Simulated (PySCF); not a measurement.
## How methods differ on the ionisation energy of Eu⁵²⁺

Eu⁵²⁺ [Ne] 3s1 (2S) → Eu⁵³⁺ [Ne] (1S), as a difference of total energies. Calculation: PySCF 2.14, in an even-tempered Gaussian basis (17 s from 12 bohr⁻², ratio 2.5; 12 p from 16 bohr⁻², ratio 2.5; 4 d from 58 bohr⁻², ratio 2.7; 4 f from 87 bohr⁻², ratio 2.7); scalar relativity by spin-free X2C-1e. Correlated levels: outer shells: 1s2 frozen; virtual orbitals above 40 to 60 times the deepest correlated orbital energy dropped. The calculations carry no spin-orbit coupling.

```
                method  ionisation energy (eV)
                   UHF                  4839.7
    MP2 (outer shells)                  4840.5
SCS-MP2 (outer shells)                  4840.4
   CCSD (outer shells)                  4840.5
CCSD(T) (outer shells)                  4840.5
```

Breit and QED terms and the two-electron picture change are absent.

For comparison: 4838 ± 4 eV (theoretical estimate listed by NIST; NIST Atomic Spectra Database, ionization energies).
